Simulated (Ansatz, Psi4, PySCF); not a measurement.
Dimer: N2 (SMILES N#N) (first 2 atoms) with C2H6O (SMILES CCO); geometry from B3LYP-D3(BJ)/def2-TZVP, rigid monomers moved along the line of their centres of mass till N2···H11 is 4.28 Å.
(charge 0, multiplicity 1):
```xyz
11

N      1.14415     0.98750    -0.19306
N      0.77129     0.24647     0.51469
C     -1.97948     0.06115     5.51199
C     -0.52456    -0.30160     5.76067
O     -0.17338    -1.57277     5.22566
H     -2.22473     1.01846     5.97841
H     -2.63953    -0.70449     5.92237
H     -2.18370     0.14903     4.44170
H      0.13473     0.48037     5.36193
H     -0.32902    -0.37322     6.83161
H     -0.27423    -1.53384     4.26848
```

Counterpoise-corrected where a basis set is named; no monomer relaxation. Rows marked so take none.

Cores are frozen in the correlated methods. Rows in 3-21G, 6-31G* carry no dispersion term and start afresh at each structure (6-31G* with six Cartesian d functions). MP2/6-31G* freezes PySCF's default core.

The values were computed with Ansatz (Gaussian basis) for Hartree–Fock, density functionals and correlated methods; Psi4 for SAPT; PySCF for 3-21G rows, 6-31G* rows, the dispersion terms. Values without a source in brackets are computed.

```csv
level,interaction energy (meV)
HF/3-21G (no counterpoise),-7.4
BP86/6-31G* (no counterpoise),-4.8
r2SCAN/def2-TZVPPD,-5.3
r2SCAN-D3(BJ)/def2-TZVPPD,-9.0
B3LYP/def2-TZVPPD,-3.1
B3LYP-D4/def2-TZVPPD,2.3
MP2/6-31G* (no counterpoise),___
CCSD/aug-cc-pVDZ,-8.2
SAPT0/jun-cc-pV(D+d)Z,-8.5
```

Task: Some entries are withheld; supply them.

Result: 
- MP2/6-31G* (no counterpoise), interaction energy (meV): -9.6

Ansatz is a first-principles code.
